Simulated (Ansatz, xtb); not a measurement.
## Isomers of C3H6Te in order of energy

10 gas-phase structures of C3H6Te, found in a search over its isomers (lower ones may exist). Each was relaxed with GFN2-xTB; where two conformers were screened, the lower at r2SCAN-D4/def2-SVP is listed:

A. `C/C=C\[TeH]`, a singlet
B. `C=C[Te]C`, a singlet
C. `C=C(C)[TeH]`, a singlet
D. `C/C=C/[TeH]`, a singlet
E. `[TeH]C1CC1`, a singlet
F. `C=CC[TeH]`, a singlet
G. `CCC=[Te]`, a singlet
H. `CC(C)=[Te]`, a singlet
I. `C[C@@H]1C[Te]1`, a singlet
J. `C1C[Te]C1`, a singlet

Make a reasoned guess at their ranking by r2SCAN-D4/def2-SVP single-point energy.

Calculated order at r2SCAN-D4/def2-SVP: I (0.0), J (28.7), H (35.5), C (40.7), D (42.9), A (43.3), F (43.6), G (45.7), E (62.2), B (65.4) kJ/mol. Less than 1 kcal/mol parts C and D; D and A; A and F; F and G; E and B, so the order within those pairs means little.

Energies above the lowest of each column, in kJ/mol; the last columns are at PBE0-D3(BJ)/def2-SVP geometries and were run for some of them only (a dash: not run or not comparable):

```
structure  GFN2-xTB  HF/STO-3G  r2SCAN-D4/def2-SVP  PBE0-D3(BJ)/def2-SVP  CCSD(T)/def2-SVP + ΔMP2/def2-TZVPP
        I       0.0       65.0                 0.0                   0.0                                 0.0
        J       7.1        0.0                28.7                  17.3                                20.4
        H      50.7      126.5                35.5                  30.1                                29.2
        C      26.8      117.6                40.7                  44.4                                   –
        D      27.2      109.6                42.9                  45.2                                   –
        A      31.2      116.3                43.3                  46.0                                   –
        F      36.9      129.5                43.6                     –                                   –
        G      65.1      129.5                45.7                     –                                   –
        E      21.5      108.9                62.2                     –                                   –
        B      86.1      116.9                65.4                     –                                   –
```

CCSD(T)/def2-SVP + ΔMP2/def2-TZVPP puts I lowest of those it was run on; HF/STO-3G picks J. Flexible structures stand in one conformer each, not always the lowest. Frequencies (PBE0-D3(BJ)/def2-SVP) were run for H, I, J alone. The ΔMP2 step shifts differences by up to 18.3 kJ/mol, which makes them less sure. Large T1 diagnostics make some coupled-cluster values less sure. Atoms past krypton carry core potentials in the def2 sets, without spin–orbit terms. ΔMP2 is the change of the MP2 energy from the smaller to the larger basis.

Over these structures GFN2-xTB departs from r2SCAN-D4/def2-SVP by 15.5 kJ/mol on average once a common shift is removed. A GFN2-xTB relaxation took about 0.085 s and the r2SCAN-D4/def2-SVP energy about 1 s on a shared host (Ansatz 0.2.0, xtb 6.7.1).
